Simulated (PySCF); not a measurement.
A structure optimised at PBE-D3(BJ)/def2-SVP, used in a PySCF frequency run:

```
Si
O 1 1.6653
H 2 0.9759 1 114.05
O 1 1.6653 2 114.16 3 -74.95
H 4 0.9759 1 114.05 2 -74.95
I 1 2.4533 2 104.56 3 164.31
I 1 2.4533 2 110.40 3 42.49
```
Charge 0, spin multiplicity 1.

Problem. Write its SMILES, formula and point group.

Solution. O[Si](O)(I)I, H₂I₂O₂Si, C2

Problem. What are its rotational constants (standard atomic weights)?

Solution. 1.9849, 0.44672, 0.40419 GHz
